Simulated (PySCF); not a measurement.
# Working out the ionisation energy of Xe⁺

Xe⁺ [Kr] 4d10 5s2 5p5 (2P) → Xe²⁺ [Kr] 4d10 5s2 5p4 (3P). Computed with PySCF 2.14 in x2c-TZVPall (8s6p4d2f, 60 functions), with scalar relativity by spin-free X2C-1e. Frozen: [Kr] 4d10. Energies in hartree (1 hartree = 27.21139 eV):

```tsv
part	Xe⁺ (lower)	Xe²⁺ (upper)
UHF	-7443.041000	-7442.302343
MP2 opposite-spin	-0.081075	-0.062800
MP2 same-spin	-0.023627	-0.017805
```

**Question.** What does Hartree-Fock give?

**Answer.** (-7442.302343) − (-7443.041000) = 0.738657 hartree = 20.100 eV.

**Question.** What do MP2 and SCS-MP2 (6/5 opposite-spin, 1/3 same-spin) give?

**Answer.** The opposite-spin parts differ by 0.497 eV and the same-spin parts by 0.158 eV. MP2: 20.100 + (0.497) + (0.158) = 20.755 eV. SCS-MP2: 20.100 + 1.2 × (0.497) + (0.158)/3 = 20.749 eV.

Reference: 20.975 eV (semi-empirical (NIST evaluation); NIST Atomic Spectra Database, ionization energies), between the lowest levels; spin-orbit coupling is absent from the calculation.

What remains against the reference includes basis incompleteness, the frozen core and correlation beyond second order.
